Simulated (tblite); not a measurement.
Record of a relaxation.

Species: C5H13NSi2.
Atom-mapped SMILES: `[CH3:1]/[CH:2]=[CH:3]/[Si@H:4]1[CH2:5][CH2:6][SiH2:7][NH:8]1` (hydrogens: H9, H10, H11 on C1; H12 on C2; H13 on C3; H14 on Si4; H15, H16 on C5; H17, H18 on C6; H19, H20 on Si7; H21 on N8)

Computed with GFN2-xTB (tblite), gas phase: L-BFGS steps from a force-field or distance-geometry start until the largest atomic force falls under 0.01 eV/Å. 7 of its 153 geometries are shown.

Step 0: E = -644.8530 eV, largest atomic force 1.888 eV/Å
```
atom  x, y, z in Å  |  force x, y, z in eV/Å
C1      3.387    1.103    0.275   -0.433   0.194   0.234
C2      1.935    0.715    0.165    0.383  -0.359  -0.254
C3      1.468   -0.114   -0.770    0.492   0.516   0.514
Si4    -0.282   -0.635   -0.988    0.327  -1.671  -0.329
C5     -0.962   -1.560    0.541   -0.099   0.098  -0.315
C6     -2.426   -1.107    0.668    0.183  -0.041   0.139
Si7    -2.460    0.669    0.028   -1.397   0.816   0.973
N8     -1.252    0.758   -1.181    0.163   0.742   0.022
H9      3.786    0.794    1.246   -0.075   0.126  -0.126
H10     3.985    0.648   -0.505   -0.029  -0.086  -0.111
H11     3.469    2.191    0.192    0.086  -0.131   0.100
H12     1.277    1.132    0.933    0.183  -0.129  -0.300
H13     2.118   -0.525   -1.514    0.542   0.019  -0.069
H14    -0.435   -1.471   -2.196   -0.066   0.108   0.042
H15    -0.393   -1.256    1.426   -0.132  -0.130  -0.040
H16    -0.889   -2.644    0.443    0.029   0.052   0.165
H17    -2.768   -1.189    1.708   -0.048  -0.093  -0.292
H18    -3.071   -1.736    0.044    0.139   0.049   0.196
H19    -2.033    1.607    1.098   -0.239  -0.140  -0.049
H20    -3.766    1.048   -0.529    0.153  -0.033   0.002
H21    -0.697    1.591   -1.035   -0.162   0.093  -0.502
```

Step 25: E = -645.3124 eV, largest atomic force 0.091 eV/Å
```
atom  x, y, z in Å  |  force x, y, z in eV/Å
C1      3.421    1.117    0.286    0.013  -0.004   0.000
C2      2.017    0.645    0.113    0.022   0.024   0.004
C3      1.589   -0.200   -0.816    0.045   0.013   0.034
Si4    -0.214   -0.690   -0.991    0.021   0.016   0.014
C5     -0.973   -1.552    0.526   -0.001  -0.012  -0.001
C6     -2.420   -1.074    0.679   -0.006  -0.004  -0.001
Si7    -2.537    0.755    0.177    0.004   0.020   0.019
N8     -1.191    0.745   -0.907    0.000   0.074  -0.053
H9      3.795    0.834    1.271    0.002  -0.004  -0.019
H10     4.074    0.696   -0.476    0.000   0.004   0.015
H11     3.460    2.206    0.225    0.006  -0.030  -0.011
H12     1.309    1.055    0.823   -0.005   0.003  -0.010
H13     2.304   -0.603   -1.521    0.022  -0.004   0.009
H14    -0.427   -1.422   -2.250   -0.020  -0.003  -0.008
H15    -0.408   -1.275    1.418   -0.001   0.021  -0.013
H16    -0.932   -2.639    0.465   -0.018  -0.015  -0.004
H17    -2.782   -1.261    1.691   -0.012  -0.010   0.002
H18    -3.058   -1.655    0.011    0.002  -0.023   0.006
H19    -2.328    1.685    1.298    0.000  -0.017  -0.017
H20    -3.773    1.087   -0.537   -0.021   0.005   0.009
H21    -0.938    1.564   -1.433   -0.052  -0.052   0.024
```

Step 51: E = -645.3202 eV, largest atomic force 0.021 eV/Å
```
atom  x, y, z in Å  |  force x, y, z in eV/Å
C1      3.464    1.099    0.288   -0.012  -0.002   0.002
C2      2.039    0.688    0.120   -0.005   0.000  -0.008
C3      1.591   -0.179   -0.778   -0.002   0.010  -0.013
Si4    -0.216   -0.654   -0.987    0.007   0.002   0.002
C5     -0.975   -1.538    0.518    0.007   0.000  -0.004
C6     -2.432   -1.090    0.669    0.009  -0.012   0.002
Si7    -2.568    0.742    0.184    0.006  -0.006   0.009
N8     -1.249    0.744   -0.934    0.007   0.012  -0.010
H9      3.822    0.816    1.279    0.003   0.001  -0.010
H10     4.097    0.630   -0.463    0.000   0.004   0.021
H11     3.554    2.182    0.204    0.012  -0.010  -0.005
H12     1.342    1.160    0.802   -0.003  -0.003  -0.012
H13     2.309   -0.636   -1.449    0.000  -0.002   0.007
H14    -0.398   -1.382   -2.255   -0.006  -0.002   0.005
H15    -0.417   -1.251    1.412   -0.013  -0.007   0.004
H16    -0.914   -2.625    0.452    0.004   0.005   0.004
H17    -2.795   -1.293    1.677   -0.002  -0.001   0.002
H18    -3.055   -1.679   -0.006    0.003   0.000  -0.002
H19    -2.325    1.654    1.310   -0.004   0.007   0.006
H20    -3.827    1.081   -0.484   -0.006   0.006  -0.010
H21    -1.055    1.547   -1.507   -0.005  -0.002   0.012
```

Step 76: E = -645.3222 eV, largest atomic force 0.024 eV/Å
```
atom  x, y, z in Å  |  force x, y, z in eV/Å
C1      3.475    1.083    0.290   -0.001   0.004   0.000
C2      2.041    0.722    0.085   -0.004  -0.006   0.003
C3      1.588   -0.168   -0.788    0.008  -0.003  -0.006
Si4    -0.222   -0.632   -0.990    0.004  -0.011   0.021
C5     -0.964   -1.529    0.518   -0.005  -0.004   0.006
C6     -2.428   -1.104    0.660    0.005  -0.010   0.004
Si7    -2.583    0.731    0.194    0.003  -0.009   0.013
N8     -1.254    0.764   -0.911    0.003   0.013  -0.013
H9      3.780    0.829    1.306    0.003   0.000  -0.001
H10     4.119    0.558   -0.411   -0.011  -0.014  -0.002
H11     3.619    2.156    0.166   -0.010   0.014  -0.008
H12     1.340    1.245    0.723   -0.004   0.005   0.008
H13     2.307   -0.675   -1.420    0.014  -0.019  -0.002
H14    -0.426   -1.366   -2.251    0.009   0.014  -0.005
H15    -0.415   -1.233    1.414   -0.007   0.010  -0.006
H16    -0.886   -2.616    0.456    0.004   0.004  -0.015
H17    -2.798   -1.323    1.663    0.002  -0.003   0.000
H18    -3.035   -1.695   -0.028   -0.001   0.006   0.003
H19    -2.359    1.632    1.334   -0.003   0.008  -0.001
H20    -3.839    1.063   -0.481   -0.009   0.006  -0.008
H21    -1.069    1.574   -1.478    0.000  -0.005   0.012
```

Step 101: E = -645.3244 eV, largest atomic force 0.030 eV/Å
```
atom  x, y, z in Å  |  force x, y, z in eV/Å
C1      3.488    1.078    0.276    0.003   0.002  -0.009
C2      2.048    0.756    0.053   -0.002   0.000   0.003
C3      1.592   -0.187   -0.760    0.001  -0.010   0.012
Si4    -0.225   -0.606   -0.984    0.001   0.002  -0.008
C5     -0.962   -1.536    0.503    0.004   0.001  -0.002
C6     -2.430   -1.125    0.647   -0.002  -0.003   0.011
Si7    -2.602    0.717    0.214    0.001   0.003   0.005
N8     -1.243    0.796   -0.853   -0.001   0.002   0.000
H9      3.750    0.922    1.323   -0.002  -0.003  -0.011
H10     4.124    0.452   -0.346    0.028  -0.001   0.011
H11     3.683    2.124    0.042    0.004   0.010  -0.005
H12     1.348    1.361    0.616   -0.017   0.009  -0.003
H13     2.311   -0.781   -1.310    0.009   0.009  -0.014
H14    -0.442   -1.290   -2.271    0.010   0.002   0.001
H15    -0.415   -1.243    1.401   -0.021  -0.004   0.015
H16    -0.871   -2.620    0.427   -0.013   0.000  -0.012
H17    -2.799   -1.365    1.645   -0.017  -0.007   0.015
H18    -3.030   -1.710   -0.053   -0.006   0.004   0.004
H19    -2.430    1.613    1.367    0.003  -0.018  -0.008
H20    -3.845    1.038   -0.495   -0.001  -0.004   0.005
H21    -1.058    1.623   -1.391    0.018   0.008  -0.009
```

Step 127: E = -645.3282 eV, largest atomic force 0.025 eV/Å
```
atom  x, y, z in Å  |  force x, y, z in eV/Å
C1      3.526    1.113    0.229   -0.010  -0.015  -0.004
C2      2.080    0.815    0.006   -0.005   0.012   0.008
C3      1.606   -0.211   -0.688   -0.003  -0.013  -0.014
Si4    -0.216   -0.594   -0.940    0.013   0.017  -0.012
C5     -1.008   -1.589    0.476   -0.003   0.003  -0.001
C6     -2.469   -1.153    0.627   -0.012   0.001  -0.004
Si7    -2.618    0.702    0.241    0.021   0.011  -0.006
N8     -1.213    0.818   -0.761    0.015  -0.004  -0.002
H9      3.745    1.129    1.297   -0.005   0.013   0.009
H10     4.157    0.366   -0.246    0.006  -0.012  -0.019
H11     3.777    2.094   -0.173   -0.005   0.011   0.003
H12     1.390    1.514    0.462   -0.008   0.009   0.006
H13     2.318   -0.892   -1.139   -0.004  -0.011   0.003
H14    -0.416   -1.214   -2.264    0.002   0.004   0.012
H15    -0.472   -1.371    1.402   -0.001   0.003   0.016
H16    -0.944   -2.667    0.329   -0.001  -0.010   0.002
H17    -2.847   -1.412    1.617   -0.003  -0.003   0.005
H18    -3.080   -1.707   -0.088    0.003  -0.012  -0.015
H19    -2.498    1.567    1.423    0.006  -0.003   0.014
H20    -3.832    1.040   -0.511   -0.006  -0.001   0.004
H21    -0.994    1.669   -1.247    0.001  -0.001  -0.005
```

Step 152: E = -645.3308 eV, largest atomic force 0.009 eV/Å
```
atom  x, y, z in Å  |  force x, y, z in eV/Å
C1      3.542    1.152    0.179   -0.002   0.002  -0.001
C2      2.096    0.861   -0.049    0.002   0.001   0.005
C3      1.615   -0.242   -0.605   -0.001  -0.003   0.000
Si4    -0.205   -0.598   -0.894   -0.006   0.001  -0.002
C5     -1.048   -1.627    0.468   -0.005   0.002   0.003
C6     -2.510   -1.181    0.571   -0.002   0.002   0.004
Si7    -2.604    0.696    0.287    0.006   0.002  -0.004
N8     -1.185    0.823   -0.693    0.004   0.001  -0.004
H9      3.731    1.307    1.241   -0.001   0.001   0.006
H10     4.167    0.335   -0.174   -0.003  -0.003   0.000
H11     3.829    2.066   -0.341   -0.002   0.004  -0.001
H12     1.412    1.635    0.278    0.001   0.003  -0.001
H13     2.320   -1.000   -0.924    0.003  -0.006  -0.006
H14    -0.392   -1.177   -2.238    0.002  -0.003  -0.002
H15    -0.549   -1.436    1.421    0.000  -0.004   0.000
H16    -0.986   -2.702    0.295    0.001   0.003   0.000
H17    -2.941   -1.489    1.524    0.001  -0.005   0.000
H18    -3.088   -1.684   -0.206    0.005   0.003   0.001
H19    -2.470    1.481    1.522    0.002   0.000   0.004
H20    -3.797    1.113   -0.455   -0.004   0.001  -0.001
H21    -0.946    1.683   -1.153   -0.003  -0.003   0.001
```

Q: Summarise the path.

A: The energy falls by 46.10 kJ/mol from step 0 to step 152; nine tenths of that is first reached at step 14. It never rises by more than 0.2 meV. The largest force goes from 1.888 to 0.009 eV/Å. Among the bonds C3–Si4 changes most, from 1.839 to 1.877 Å; the atoms move by 0.421 Å rms after alignment.

Q: Follow the three bonds and two angles with the largest change from start to end.

A: 
```csv
step,E above end (kJ/mol),largest force (eV/Å),C3–Si4 (Å),Si4–N8 (Å),Si7–N8 (Å),Si7–N8–H21 (°),Si4–N8–Si7 (°)
0,46.10,1.888,1.839,1.708,1.712,109.2,106.2
7,14.16,0.341,1.879,1.736,1.729,118.1,116.5
13,4.82,0.325,1.879,1.742,1.726,120.7,117.7
20,2.18,0.178,1.879,1.742,1.730,121.5,118.0
26,1.72,0.058,1.877,1.738,1.728,121.1,118.3
33,1.49,0.048,1.881,1.739,1.728,120.8,118.2
40,1.27,0.053,1.881,1.739,1.729,121.0,118.1
46,1.10,0.047,1.880,1.739,1.730,121.3,118.1
53,1.01,0.017,1.880,1.739,1.729,121.1,118.1
59,0.97,0.023,1.880,1.739,1.729,120.9,118.1
66,0.92,0.026,1.879,1.738,1.729,120.9,118.1
73,0.86,0.029,1.880,1.739,1.730,121.3,117.9
79,0.80,0.020,1.879,1.739,1.729,120.9,118.0
86,0.74,0.018,1.879,1.738,1.730,121.1,118.0
93,0.70,0.015,1.878,1.738,1.730,121.1,118.0
99,0.64,0.023,1.877,1.738,1.730,120.8,118.0
106,0.51,0.025,1.878,1.738,1.730,121.2,117.9
112,0.40,0.035,1.877,1.737,1.729,121.1,117.9
119,0.31,0.022,1.878,1.737,1.729,121.1,118.0
126,0.26,0.020,1.879,1.738,1.730,120.9,118.1
132,0.20,0.027,1.878,1.737,1.730,121.0,118.1
139,0.06,0.024,1.876,1.737,1.730,121.1,117.8
145,0.02,0.013,1.877,1.737,1.730,121.1,117.9
152,0.00,0.009,1.877,1.737,1.730,121.1,117.9
```

What follows is the cost of the whole relaxation. Hardware: one thread, Arm Neoverse V1 (aarch64), no GPU, shared host with 32 logical CPUs at a one-minute load of 11. Cost: 1.4 s.
